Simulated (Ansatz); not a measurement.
Ideal-gas functions of CH₄BrInO (`O[CH2][InH][Br]`) at 400 K and 1 bar, from an Ansatz frequency run at PBE0-D4/def2-TZVP.

Molar mass 226.76 g/mol, point group C1 (symmetry number 1), electronic degeneracy 1, moments of inertia 170.152, 352.807, 515.576 u Å². Harmonic wavenumbers (cm⁻¹, unscaled): 74, 89, 227, 251, 359, 416, 473, 519, 714, 1084, 1167, 1239, 1386, 1478, 1855, 3004, 3113, 3759.

Use S(trans) = R[1.5 ln M + 2.5 ln T − 1.1517]; rotational temperatures θ = 24.2544 K / I; S(rot) = R[ln(√π/σ · √(T³/θAθBθC)) + 1.5]; for each mode x = 1.438777 ν̃/T, S = R[x/(eˣ − 1) − ln(1 − e⁻ˣ)] and H = RT x/(eˣ − 1); 1 cm⁻¹ = 0.0119627 kJ/mol; R = 8.31446 J/(mol·K).

**Question.** By hand: the entropy, in J/(mol·K).

**Answer.** Translation 182.6. Rotation: θ = 0.1425, 0.0687, 0.047 K, giving 123.9. Vibration, mode by mode: 19.34, 17.82, 10.23, 9.44, 6.74, 5.70, 4.83, 4.24, 2.44, 0.84, 0.66, 0.53, 0.34, 0.26, 0.08, 0.00, 0.00, 0.00, in all 83.5. Electronic 0.0. Sum 390.0 J/(mol·K).

**Question.** By hand: H − E and G − E in kJ/mol, counted from the electronic energy.

**Answer.** Zero-point energy ½ × 21207 × 0.0119627 = 126.8; thermal vibration 17.0; translation, rotation and pV give 4 RT = 13.3. H − E = 157.1 kJ/mol, and G − E = 157.1 − 400 × 390.0/1000 = 1.1 kJ/mol.

Vibration gives 21 % of the entropy, 37.2 J/(mol·K) of it from the modes under 150 cm⁻¹: soft modes count most, and the harmonic formula is weakest for them. The sum counts one conformer and one mirror image; others add a mixing term.
